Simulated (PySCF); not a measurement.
Excitations are Tamm–Dancoff values on a coarser integration grid. The basis has no diffuse functions, so Rydberg states are missing or too high.

Cartesian coordinates (Å):
SMILES: CC[SiH2]O
```xyz
12

C     -1.5345     0.2405     0.3654
C     -0.4240     0.1159    -0.6745
Si     1.1729    -0.5733     0.0084
O      1.7727     0.3380     1.2505
H     -1.2348     0.8929     1.1890
H     -2.4499     0.6516    -0.0672
H     -1.7831    -0.7320     0.7983
H     -0.2151     1.0903    -1.1324
H     -0.7372    -0.5363    -1.4993
H      0.9433    -1.9170     0.5976
H      2.1741    -0.6739    -1.0943
H      2.1632     1.1840     1.0303
```
Charge 0, multiplicity 1.

Question: What HOMO, LUMO and S1–T1 gap (TDA) does PySCF with PBE0-D4/def2-TZVP give?

Answer: 
The HOMO is -8.05 eV and the LUMO comes out as 0.44 eV. The S1–T1 gap (TDA) is 0.32 eV.
